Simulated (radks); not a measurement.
Results of a calculation; reference values are marked as such.
Q: Species: Tm10+. Configuration: [Kr] 4d10 4f8 5s2 5p3 (not the ground configuration). Level of theory: scalar-relativistic Kohn-Sham, PBE, spin-polarised, spherical densities, finite nucleus; open shells are filled with parallel spins first (spin-orbit coupling, left out, can overturn this in heavy ions); Fermi nuclear charge, rms radius 5.2256 fm (a radial shooting solver on a logarithmic mesh with Libxc functionals). Some entries of the table are withheld. Estimate them.

| orbital | occ. | eigenvalue (hartree) | r(max) (bohr) | <r^2> (bohr^2) |
|---|---|---|---|---|
| 1s up | 1 | -2185.766 | 0.01261 | 0.0005486 |
| 1s down | 1 | -2185.752 | 0.01261 | 0.0005486 |
| 2s up | 1 | -375.0412 | 0.07190 | 0.008518 |
| 2s down | 1 | -375.0307 | 0.07190 | 0.008518 |
| 2p up | 3 | -332.0501 | 0.05855 | 0.006947 |
| 2p down | 3 | -332.0361 | 0.05855 | 0.006947 |
| 3s up | 1 | -90.28880 | 0.2033 | 0.05585 |
| 3s down | 1 | -90.14999 | 0.2032 | 0.05575 |
| 3p up | 3 | -77.26664 | 0.2003 | 0.05631 |
| 3p down | 3 | -77.12641 | 0.2001 | 0.05618 |
| 3d up | 5 | -61.15707 | 0.1634 | 0.04694 |
| 3d down | 5 | -61.04785 | 0.1633 | 0.04679 |
| 4s up | 1 | -23.80232 | 0.4626 | 0.2744 |
| 4s down | 1 | -23.52795 | 0.4628 | 0.2746 |
| 4p up | 3 | -19.46971 | 0.4830 | 0.3084 |
| 4p down | 3 | -19.20016 | 0.4831 | 0.3086 |
| 4d up | 5 | -13.70885 | 0.4958 | 0.3557 |
| 4d down | 5 | -13.43919 | 0.4960 | 0.3557 |
| 5s up | 1 | (1) | 1.010 | 1.270 |
| 5s down | 1 | (2) | 1.011 | 1.287 |
| 4f up | 7 | -7.29767 | (3) | 0.4599 |
| 4f down | 1 | -7.01494 | (4) | 0.4622 |
| 5p up | 3 | -6.82430 | 1.102 | (5) |
| 5p down | 0 | -6.56805 | 1.106 | (6) |

A: 
(1) 5s up eigenvalue (hartree): -8.12611
(2) 5s down eigenvalue (hartree): -7.85355
(3) 4f up r(max) (bohr): 0.4701
(4) 4f down r(max) (bohr): 0.4713
(5) 5p up <r^2> (bohr^2): 1.527
(6) 5p down <r^2> (bohr^2): 1.562
